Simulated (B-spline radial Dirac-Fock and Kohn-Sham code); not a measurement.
# Auger decay of the 3d5/2 hole in Nd⁺

System: neodymium as Nd⁺, 1s2 2s2 2p6 3s2 3p6 3d10 4s2 4p6 4d10 4f4 5s2 5p6 6s1.

The run's input, task.json:

```json
{"items": [{
  "Z": 60,
  "q": 1,
  "cfg": [[1, 0, 2], [2, 0, 2], [2, 1, 6], [3, 0, 2], [3, 1, 6], [3, 2, 10], [4, 0, 2], [4, 1, 6], [4, 2, 10], [4, 3, 4], [5, 0, 2], [5, 1, 6], [6, 0, 1]],
  "A": 142,
  "rrms": 4.9123,
  "do": ["binding", "quiet", "decay"],
  "holes": ["K", "L1", "L2", "L3", "M1", "M2", "M3", "M4", "M5", "N1", "N2", "N3", "N4", "N5"]
}]}
```

Launch: `python xray_run.py task.json out`

Calculated with a radial atomic solver, using independent-particle rates on relativistic LDA orbitals of the hole state (multipoles up to L = 3, Coulomb Auger matrix elements, transition energies from Dirac-Fock). Kinetic energies are configuration averages from the vacuum level; the two-hole energies are estimated from single-hole states.

| transition | kinetic energy (eV) | width (meV) | share (%) |
| --- | --- | --- | --- |
| M5-N1N3 | 387.5 | 5.06 | 0.6 |
| M5-N2N3 | 452.7 | 11.6 | 1.4 |
| M5-N3N3 | 474.9 | 8.89 | 1.1 |
| M5-N1N4 | 497.8 | 7.61 | 0.9 |
| M5-N1N5 | 501.9 | 80.3 | 9.5 |
| M5-N2N5 | 568.6 | 78.1 | 9.3 |
| M5-N3N4 | 587.6 | 7.13 | 0.8 |
| M5-N3N5 | 593.1 | 127 | 15.1 |
| M5-N1N7 | 622.9 | 6.19 | 0.7 |
| M5-N2N7 | 690.3 | 3.01 | 0.4 |
| M5-N4N5 | 703.8 | 164 | 19.5 |
| M5-N5N5 | 708.1 | 189 | 22.4 |
| M5-N3N7 | 713.2 | 3.76 | 0.4 |
| M5-N5O1 | – | 12.1 | 1.4 |
| M5-N5O2 | 811.1 | 11.0 | 1.3 |
| M5-N5O3 | 814.6 | 17.9 | 2.1 |
| M5-N4N7 | 825.6 | 13.4 | 1.6 |
| M5-N5N6 | 829.2 | 24.5 | 2.9 |
| M5-N5N7 | 830.2 | 36.8 | 4.4 |
| M5-N6N7 | 950.1 | 9.13 | 1.1 |
| M5-N7N7 | 950.5 | 6.29 | 0.7 |

A dash stands for an energy that rests on an unreliable hole state.

The listed channels hold 98 % of the non-radiative rate. Summed by principal shells, of 0.843 eV in all: MNN 93.9 %, MNO 6.0 %.
